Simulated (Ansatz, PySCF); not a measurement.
Gas-phase reaction (SMILES): NB(N)N + 3 [H][H] (H2) → B (BH3) + 3 N (NH3); energy of full hydrogenation.

Geometries: B3LYP-D3(BJ)/def2-TZVP minima from Ansatz (a program for electronic structure), one conformer each, not searched for the lowest. Cores are frozen in the correlated levels unless marked. Spin-orbit coupling is left out. No relativistic terms. CBS(X,Y): correlation extrapolated as X^-3; Hartree-Fock from the larger set. The bracket is a focal-point correction in the basis named. Thermal terms are rigid-rotor harmonic-oscillator values from B3LYP-D3(BJ) frequencies (Ansatz or PySCF) at 298.15 K and 1 atm. 1 Eh = 627.5095 kcal/mol.

```csv
species,"E, RI-MP2/CBS(aug-cc-pVTZ,aug-cc-pVQZ)+[CCSD(T)-MP2]/aug-cc-pVTZ (Ansatz) (Eh)","E, PBE/def2-TZVPD (Ansatz) (Eh)",H - E (Eh)
NB(N)N,-192.64057,-192.67864,0.09030
[H][H] (H2),-1.17524,-1.16589,0.01336
B (BH3),-26.55177,-26.55229,0.03008
N (NH3),-56.50756,-56.51037,0.03799
```

Question: Work out ΔE and ΔH at 298.15 K at the first level, then ΔH at the second.

Answer: 
1. ΔE = [(-26.55177) + 3×(-56.50756)] - [(-192.64057) + 3×(-1.17524)] = 0.09184 Eh = 57.6 kcal/mol at RI-MP2/CBS(aug-cc-pVTZ,aug-cc-pVQZ)+[CCSD(T)-MP2]/aug-cc-pVTZ.
2. The terms H - E add up to 0.01367 Eh, so ΔH = (0.09184 + (0.01367))×627.5095 = 66.2 kcal/mol.
3. At PBE/def2-TZVPD the same steps give ΔE = 58.3 and ΔH = 66.9 kcal/mol, a shift of +0.7 from the first level.
4. These values are not checked against measurement here, since the tables used lack a sound gas-phase enthalpy of formation for at least one species.
